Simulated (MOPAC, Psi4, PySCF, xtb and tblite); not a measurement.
Relaxed torsion scan: SMILES F/C=C\c1cccs1. Scanned: dihedral C2–C3–C4–S8; all other coordinates were relaxed at GFN2-xTB. Points at φ and −φ are mirror images. Heavy atoms are numbered in the order of the SMILES F/C=C\c1cccs1, hydrogens after them in the order of the atoms that carry them; the mirror image has the same energies with the sign of each dihedral reversed.

Levels: GFN2-xTB (xtb and tblite); PM6, restricted, heats of formation // GFN2-xTB (MOPAC); RKS-LDA (SVWN5)/6-31G* = restricted LDA (SVWN5)/6-31G*, spherical d, density fitting // GFN2-xTB in PySCF; MP2/cc-pVTZ = DF-MP2 (frozen core)/cc-pVTZ // GFN2-xTB in Psi4.

Energies relative to the lowest point of each profile, in mEh; the last columns give the difference from MP2:

```
φ / °  GFN2-xTB  PM6  RKS-LDA (SVWN5)/6-31G*  MP2/cc-pVTZ  GFN2-xTB − MP2/cc-pVTZ  PM6 − MP2/cc-pVTZ  RKS-LDA (SVWN5)/6-31G* − MP2/cc-pVTZ
-----  --------  ---  ----------------------  -----------  ----------------------  -----------------  ------------------------------------
-150        1.6  2.2                     4.8          2.4                    -0.8               -0.2                                   2.3
-120        5.9  2.7                    10.2          5.7                     0.2               -3.0                                   4.5
-90         9.0  2.8                    13.1          7.4                     1.6               -4.6                                   5.8
-60         6.9  2.3                     9.8          5.7                     1.2               -3.4                                   4.1
-30         2.8  1.0                     3.3          2.0                     0.8               -1.0                                   1.4
0           0.9  0.0                     0.0          0.0                     0.9                0.0                                   0.0
30          2.8  1.0                     3.3          2.0                     0.8               -1.0                                   1.4
60          6.9  2.3                     9.8          5.7                     1.2               -3.4                                   4.1
90          9.0  2.8                    13.1          7.4                     1.6               -4.6                                   5.8
120         5.9  2.7                    10.2          5.7                     0.2               -3.0                                   4.5
150         1.6  2.2                     4.8          2.4                    -0.8               -0.2                                   2.3
180         0.0  2.2                     2.5          1.1                    -1.1                1.1                                   1.4
```

GFN2-xTB is furthest from MP2/cc-pVTZ at -90 (1.6 mEh, above); its mean absolute difference over the points is 0.9 mEh.

PM6 is furthest from MP2/cc-pVTZ at -90 (-4.6 mEh, below); its mean absolute difference over the points is 2.1 mEh.

RKS-LDA (SVWN5)/6-31G* is furthest from MP2/cc-pVTZ at -90 (5.8 mEh, above); its mean absolute difference over the points is 3.1 mEh.
